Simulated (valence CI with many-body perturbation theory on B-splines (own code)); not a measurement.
**Ti¹⁷⁺: electric-dipole lines**

Level of theory: valence CI with perturbative core correlation (CI+MBPT): three valence electrons over a frozen Dirac-Fock core [He], radial functions for each j: 11 s, 11 p, 9 d, 7 f, 5 g, 2 h, 1 i, with the one-electron correlation potential Σ1 (screened to all orders), the two-electron term Σ2, the three-electron term Σ3, Breit, model QED; selected single and double excitations, second order for the rest (own B-spline code, finite nucleus).

No measured levels were compared; by estimate levels of excited configurations hold to 0.05 to 0.15 % of their energy, terms of the ground configuration to about 0.5 %.

Lines 201 to 250 of 258 in falling wavelength, among levels below 809.18 eV, chosen from the strongest by gf and those to the six lowest levels. Wavelengths and rates use the calculated energies, so an error of 500 cm⁻¹ moves a line at 1.690 nm by 0.0084 % and its rate by three times that or more. Electric multipoles are in the length gauge, E1 and E2 with the static RPA response of the core. Weak lines are less certain than strong ones. Lines between different terms over intervals too small for the method are left out, as are lines whose strength nearly cancels. The highest levels of a list are the least certain.

Names give the largest LS component (configuration and term), which can be under half, so a name can repeat, a term be missing and a line seem to break the LS rules; names also repeat where a configuration has a term twice. Letters in brackets count levels of one name in rising energy.

```tsv
λ vac (nm)	Upper	Lower	A (s⁻¹)	S (a.u.) with core polarisation	S without
1.690	2s2p3p ²P_3/2 [a]	2s²2p ²P°_3/2	9.58e+11	9.13e-03	9.11e-03
1.685	2s2p3d ²P°_1/2 [a]	2s2p² ⁴P_1/2	5.40e+10	2.55e-04	2.55e-04
1.684	2s2p3p ⁴D_1/2	2s²2p ²P°_1/2	7.13e+11	3.36e-03	3.36e-03
1.684	2p²3p ⁴P°_3/2	2s2p² ²D_3/2	8.26e+10	7.79e-04	7.76e-04
1.682	2p²3p ⁴P°_1/2	2s2p² ²D_3/2	5.91e+10	2.78e-04	2.78e-04
1.680	2s2p3p ⁴D_3/2	2s²2p ²P°_1/2	2.47e+11	2.31e-03	2.31e-03
1.680	2s2p3p ⁴S_3/2	2s²2p ²P°_3/2	2.64e+11	2.48e-03	2.47e-03
1.680	2s2p3p ⁴P_1/2	2s²2p ²P°_3/2	3.75e+10	1.76e-04	1.75e-04
1.678	2p²3p ²D°_3/2	2s2p² ²D_3/2	3.68e+11	3.43e-03	3.42e-03
1.674	2s2p3p ²P_1/2 [a]	2s²2p ²P°_1/2	2.46e+12	1.14e-02	1.14e-02
1.674	2s2p3p ²P_3/2 [a]	2s²2p ²P°_1/2	9.75e+11	9.03e-03	9.01e-03
1.673	2s2p3p ⁴P_3/2	2s²2p ²P°_3/2	7.73e+11	7.15e-03	7.14e-03
1.671	2s2p3p ²D_3/2 [a]	2s²2p ²P°_3/2	1.08e+12	9.93e-03	9.91e-03
1.671	2s2p3p ⁴P_5/2	2s²2p ²P°_3/2	5.98e+11	8.25e-03	8.24e-03
1.665	2s2p3p ⁴S_3/2	2s²2p ²P°_1/2	9.02e+11	8.21e-03	8.20e-03
1.665	2s2p3p ⁴P_1/2	2s²2p ²P°_1/2	7.51e+10	3.42e-04	3.41e-04
1.663	2s2p3p ²D_5/2 [a]	2s²2p ²P°_3/2	3.64e+12	4.96e-02	4.95e-02
1.658	2s2p3p ⁴P_3/2	2s²2p ²P°_1/2	9.38e+11	8.44e-03	8.42e-03
1.658	2s2p3d ²F°_7/2 [b]	2s2p² ⁴P_5/2	2.43e+10	4.37e-04	4.36e-04
1.656	2s2p3p ²D_3/2 [a]	2s²2p ²P°_1/2	1.22e+12	1.09e-02	1.09e-02
1.654	2s2p3p ²S_1/2 [a]	2s²2p ²P°_3/2	3.33e+12	1.49e-02	1.49e-02
1.639	2s2p3p ²S_1/2 [a]	2s²2p ²P°_1/2	9.56e+11	4.16e-03	4.15e-03
1.634	2s2p3d ²P°_1/2 [b]	2s2p² ⁴P_1/2	6.27e+10	2.70e-04	2.69e-04
1.632	2p²3p ⁴D°_5/2	2s2p² ⁴P_5/2	1.08e+11	1.38e-03	1.38e-03
1.631	2p²3p ²S°_1/2	2s2p² ⁴P_3/2	4.78e+11	2.05e-03	2.04e-03
1.630	2p²3p ⁴P°_3/2	2s2p² ⁴P_5/2	3.44e+11	2.94e-03	2.93e-03
1.630	2p²3p ⁴D°_3/2	2s2p² ⁴P_3/2	3.55e+11	3.03e-03	3.02e-03
1.630	2p²3p ⁴D°_1/2	2s2p² ⁴P_1/2	8.60e+11	3.68e-03	3.66e-03
1.626	2p²3p ⁴P°_5/2	2s2p² ⁴P_5/2	1.09e+12	1.39e-02	1.38e-02
1.625	2p²3p ⁴D°_7/2	2s2p² ⁴P_5/2	1.41e+12	2.39e-02	2.39e-02
1.625	2p²3p ²S°_1/2	2s2p² ⁴P_1/2	3.00e+11	1.27e-03	1.26e-03
1.624	2p²3p ²D°_3/2	2s2p² ⁴P_5/2	1.22e+11	1.04e-03	1.03e-03
1.624	2p²3p ⁴D°_5/2	2s2p² ⁴P_3/2	1.34e+12	1.70e-02	1.69e-02
1.624	2p²3p ⁴D°_3/2	2s2p² ⁴P_1/2	1.06e+12	8.96e-03	8.94e-03
1.623	2p²3p ⁴P°_3/2	2s2p² ⁴P_3/2	5.90e+11	4.98e-03	4.97e-03
1.621	2p²3p ⁴P°_1/2	2s2p² ⁴P_3/2	1.20e+12	5.06e-03	5.05e-03
1.619	2p²3p ⁴P°_5/2	2s2p² ⁴P_3/2	1.47e+11	1.85e-03	1.84e-03
1.617	2p²3p ²D°_3/2	2s2p² ⁴P_3/2	2.22e+11	1.86e-03	1.85e-03
1.617	2p²3p ⁴P°_3/2	2s2p² ⁴P_1/2	2.73e+11	2.28e-03	2.28e-03
1.615	2p²3p ⁴P°_1/2	2s2p² ⁴P_1/2	2.05e+11	8.51e-04	8.49e-04
1.612	2s2p3p ²P_1/2 [b]	2s²2p ²P°_3/2	7.56e+11	3.12e-03	3.12e-03
1.611	2s2p3p ²D_3/2 [b]	2s²2p ²P°_3/2	7.01e+11	5.79e-03	5.78e-03
1.611	2p²3p ²D°_3/2	2s2p² ⁴P_1/2	2.03e+11	1.67e-03	1.67e-03
1.609	2s2p3p ²D_5/2 [b]	2s²2p ²P°_3/2	4.23e+11	5.22e-03	5.20e-03
1.608	2s2p3p ²P_3/2 [b]	2s²2p ²P°_3/2	6.82e+11	5.60e-03	5.59e-03
1.601	2s2p3p ²S_1/2 [b]	2s²2p ²P°_3/2	2.16e+11	8.74e-04	8.73e-04
1.598	2s2p3p ²P_1/2 [b]	2s²2p ²P°_1/2	5.18e+11	2.08e-03	2.08e-03
1.594	2s2p3p ²P_3/2 [b]	2s²2p ²P°_1/2	2.83e+11	2.26e-03	2.26e-03
1.587	2p²3s ⁴P_3/2	2s²2p ²P°_3/2	1.92e+10	1.51e-04	1.51e-04
1.586	2s2p3p ²S_1/2 [b]	2s²2p ²P°_1/2	1.56e+11	6.16e-04	6.16e-04
```
